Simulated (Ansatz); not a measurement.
Geometry optimisation, Ansatz, RKS PBE0-D4/def2-SVPD.

Input:

```yaml
crystal:
  periodic: [false, false, false]
  atoms:
    - { symbol: B, position_ang: [-0.457, 0.1704, -1.0263] }
    - { symbol: Se, position_ang: [-0.1601, -1.4633, 0.0173] }
    - { symbol: Se, position_ang: [0.1317, -0.1706, 1.9792] }
    - { symbol: H, position_ang: [-1.5306, 0.6481, -1.1329] }
    - { symbol: H, position_ang: [0.394, 0.7811, -1.5667] }
    - { symbol: H, position_ang: [-1.39564, -0.2891, 2.3092] }
basis:
  gaussian: { orbitals: def2-SVPD }
hamiltonian:
  xc: pbe0
  dispersion: d4
relax:
  f_tol: 0.015
  max_steps: 40
output:
  orbitals: {}
```

Command:

```bash
$ ansatz run input.yaml --threads 2 --pin off --max-ram 3072MiB --backend cpu --events-out ev --progress --plain --runs-dir out
```

Q: Where does it end, and by what steps?

A: The run converged. After 8 steps the energy has fallen by 0.762 eV; Se3 moved furthest, 0.59 Å. Joined: B1–Se3 (3.08 → 2.14 Å).

```json
{"step": "0", "energy less start (eV)": "0.0000", "largest force component (eV/Å)": "1.897", "accepted": "yes"}
{"step": "1", "energy less start (eV)": "-0.2751", "largest force component (eV/Å)": "0.410", "accepted": "yes"}
{"step": "2", "energy less start (eV)": "-0.5053", "largest force component (eV/Å)": "0.642", "accepted": "yes"}
{"step": "3", "energy less start (eV)": "-0.7180", "largest force component (eV/Å)": "0.478", "accepted": "yes"}
{"step": "4", "energy less start (eV)": "-0.6545", "largest force component (eV/Å)": "1.160", "accepted": "no"}
{"step": "5", "energy less start (eV)": "-0.7537", "largest force component (eV/Å)": "0.213", "accepted": "yes"}
{"step": "6", "energy less start (eV)": "-0.7516", "largest force component (eV/Å)": "0.363", "accepted": "no"}
{"step": "7", "energy less start (eV)": "-0.7615", "largest force component (eV/Å)": "0.027", "accepted": "yes"}
{"step": "8", "energy less start (eV)": "-0.7617", "largest force component (eV/Å)": "0.011", "accepted": "yes"}
```

```xyz
6
Properties=species:S:1:pos:R:3
B -0.456 0.197 -0.653
Se -0.104 -1.747 -0.135
Se 0.045 0.000 1.418
H -1.609 0.520 -0.775
H 0.446 0.768 -1.207
H -1.340 -0.061 1.933
```

The run took 26 s on 2 threads of Intel(R) Xeon(R) Platinum 8488C (Sapphire Rapids), on a shared host, peak memory 0.35 GiB.
